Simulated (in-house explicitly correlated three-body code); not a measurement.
Computed with an exponentially correlated three-body code. Model: two electrons around a point charge, non-relativistic, variational in 260 exponentially correlated functions (energies converged to about 1e-7 hartree, or 1e-8 relative for large Z).

Command:
```bash
python run_hyl.py task.json out
```
Settings (lengths in bohr, energies in hartree):
```
Z                      2.5
screening              1.5
interaction_strength   1
functions              260
states_tried           1
```

Run time, properties included: 6.3 s on 1 thread of Intel(R) Xeon(R) Platinum 8488C (Sapphire Rapids) (shared host).

**Ground state only, binding against the one-electron ion.**

Given: nuclear charge 2.5; Yukawa screening of all interactions 1.5 1/bohr.

Computed: one-electron threshold -0.663349422 hartree.

```json
{"term": "1 1S", "energy (hartree)": "-0.966331945", "binding (eV)": "8.2446"}
```

**Converged states only, values per electron or pair (inverse distances are <exp(-kr)/r>).**

```csv
term,mean r (bohr),mean r squared (bohr²),mean inverse r (1/bohr),mean r12 (bohr),mean inverse r12 (1/bohr),mean cosine,mean p1 dot p2 (bohr⁻²),delta r1 (bohr⁻³),delta r12 (bohr⁻³)
1 1S,0.98456,1.45,0.87522,1.5068,0.27456,-0.033923,0.08747,2.4549,0.12491
```
